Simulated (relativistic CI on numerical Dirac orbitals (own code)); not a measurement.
## One change at a time: Ho LXVII

Base calculation: Dirac-Coulomb-Breit CI, KLI orbitals optimised for each configuration, QED by a radiative potential.

Configuration list: 1s, 2s, 2p, 3s, 3p, 3d, 4s, 4p, 4d, 4f, 5s, 5p, 5d, 5f, 5g, 6s, 6p, 6d. Levels of other configurations are missing.

Variants: (1) QED terms removed; (2) non-relativistic limit. Shifts of the energy above 1s 2S_1/2, in eV, for the lowest level and the first level of each name with at least 55 % of one term (blank where a level changes its place among those of its configuration and J or its character, or is not in the variant):

```
     Level     Base   Δ(1)     Δ(2)
 1s 2S_1/2      0.0    0.0      0.0
2p 2P°_1/2  48559.6  +87.9  -2756.3
 2s 2S_1/2  48575.8  +73.8  -2772.0
2p 2P°_3/2  49635.7  +86.7  -3832.3
3p 2P°_1/2  57891.8  +88.9  -3605.8
 3s 2S_1/2  57896.6  +84.7  -3610.4
 3d 2D_3/2  58211.3  +89.2  -3925.3
3p 2P°_3/2  58212.1  +88.5  -3926.0
 3d 2D_5/2  58305.6  +89.0  -4019.5
4p 2P°_1/2  61112.4  +89.1  -3857.4
 4s 2S_1/2  61114.4  +87.3  -3859.3
 4d 2D_3/2  61246.4  +89.2  -3991.4
4p 2P°_3/2  61246.7  +88.9  -3991.7
4f 2F°_5/2  61286.3  +89.2  -4031.2
```
